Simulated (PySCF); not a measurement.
Species: CH₉BNP.
Structure used (PBE0-D3(BJ)/def2-SVP), in Å, numbered top down from 1:
```
atom  x, y, z in Å
C1     0.1337    1.5040   -0.4783
B2     0.1317    0.1999    0.4600
N3    -1.1145   -0.7586   -0.0183
P4     1.7131   -1.0066    0.4138
H5    -0.8040    2.0889   -0.4197
H6     0.3158    1.2754   -1.5447
H7     0.9417    2.1850   -0.1671
H8    -0.1121    0.4198    1.6429
H9    -1.1297   -1.6202    0.5312
H10   -1.0312   -1.0209   -1.0029
H11   -2.0096   -0.2807    0.1009
H12    2.2699   -0.6532   -0.8585
H13    2.5944   -0.1636    1.1501
```

Method used: PySCF 2.14.0, PBE0-D3(BJ)/def2-SVP geometry optimisation, gas phase.

Take the most abundant isotopes and a rigid rotor. The values belong to one conformer with, in the numbering `[CH3:1][B@@H-:2]([NH3+:3])[PH2:4]`, C1–B2–P4–H -21° and 74°.

Task: What are A, B and C (MHz)?

Result: Ia = 73.97, Ib = 138.01, Ic = 190.50 u·Å²; 505379 MHz·u·Å²/I gives A = 6832, B = 3662, C = 2653 MHz.

Task: What kind of rotor is it?

Result: An asymmetric top. Ray's parameter κ = (2B − A − C)/(A − C) = -0.517; −1 is the prolate and +1 the oblate limit.

Task: Is it planar, by Δ = Ic − Ia − Ib?

Result: Not planar: Δ = Ic − Ia − Ib = -21.48 u·Å². For a rigid frame Δ = −2 Σ m c², so Σ m c² = 10.74 u·Å² lies off the ab plane: 8.01 from hydrogen and 2.73 from heavier atoms. The atom farthest from that plane is 1.67 Å away.

Task: Give the other two planar moments, Paa and Pbb, and the rms extents of the mass along the axes.

Result: Paa = Σ m a² = (Ib + Ic − Ia)/2 = 127.27 and Pbb = Σ m b² = (Ia + Ic − Ib)/2 = 63.23 u·Å². With the mass M = 77.06 u, the rms extents √(P/M) along a, b and c are 1.29, 0.91, 0.37 Å.

Task: Where do the levels up to J = 5 lie, in cm⁻¹?

Result: Above 0(0,0):
J = 1: 1(0,1) 0.2106, 1(1,1) 0.3164, 1(1,0) 0.3501
J = 2: 2(0,2) 0.6251, 2(1,2) 0.7040, 2(1,1) 0.8050, 2(2,1) 1.1223, 2(2,0) 1.1291
J = 3: 3(0,3) 1.2314, 3(1,3) 1.2816, 3(1,2) 1.4826, 3(2,2) 1.7542, 3(2,1) 1.7867, 3(3,1) 2.3710, 3(3,0) 2.3719
J = 4: 4(0,4) 2.0178, 4(1,4) 2.0454, 4(1,3) 2.3759, 4(2,3) 2.5914, 4(2,2) 2.6799, 4(3,2) 3.2250, 4(3,1) 3.2311, 4(4,1) 4.0732, 4(4,0) 4.0733
J = 5: 5(0,5) 2.9786, 5(1,5) 2.9922, 5(1,4) 3.4740, 5(2,4) 3.6295, 5(2,3) 3.8096, 5(3,3) 4.2939, 5(3,2) 4.3170, 5(4,2) 5.1415, 5(4,1) 5.1424, 5(5,1) 6.2308, 5(5,0) 6.2308

Task: Which lines would a microwave search look for?

Result: The dipole components are |μa| = 3.73 D, |μb| = 3.58 D, |μc| = 1.38 D. The squared components, which scale the intensities, stand as 1.00 : 0.92 : 0.14 (a : b : c). Some lines, for components of 0.1 D or more:

```csv
type,branch,"J(Ka,Kc)",MHz,lower level (cm⁻¹)
a,Q,"3(2,1) ← 3(2,2)",974,1.754
a,Q,"1(1,0) ← 1(1,1)",1009,0.316
c,Q,"3(1,3) ← 3(0,3)",1505,1.231
a,Q,"2(1,1) ← 2(1,2)",3027,0.704
c,Q,"1(1,1) ← 1(0,1)",3171,0.211
b,Q,"2(1,1) ← 2(0,2)",5393,0.625
a,Q,"3(1,2) ← 3(1,3)",6027,1.282
c,Q,"3(2,2) ← 3(1,2)",8142,1.483
b,R,"3(1,2) ← 2(2,1)",10803,1.122
a,R,"2(0,2) ← 1(0,1)",12425,0.211
a,R,"2(1,1) ← 1(1,0)",13639,0.350
b,R,"2(1,2) ← 1(0,1)",14791,0.211
a,R,"3(1,3) ← 2(1,2)",17314,0.704
b,Q,"3(3,0) ← 3(2,1)",17545,1.787
c,R,"2(1,1) ← 1(0,1)",17818,0.211
a,R,"3(2,2) ← 2(2,1)",18945,1.122
b,R,"3(1,3) ← 2(0,2)",19680,0.625
a,R,"3(2,1) ← 2(2,0)",19714,1.129
b,R,"2(2,1) ← 1(1,0)",23150,0.350
c,R,"2(2,1) ← 1(1,1)",24159,0.316
b,R,"2(2,0) ← 1(1,1)",24364,0.316
c,R,"3(1,2) ← 2(0,2)",25708,0.625
c,R,"3(2,1) ← 2(1,1)",29431,0.805
b,R,"3(2,1) ← 2(1,2)",32458,0.704
c,R,"3(3,0) ← 2(2,0)",37259,1.129
b,R,"3(3,0) ← 2(2,1)",37464,1.122
```

No frequency check. No vibrational averaging or centrifugal distortion is included, and the geometry carries the error of its method. A rigid rotor knows nothing of internal rotation, which can split or shift real lines. Quadrupole hyperfine structure (11B, 14N) is left out.
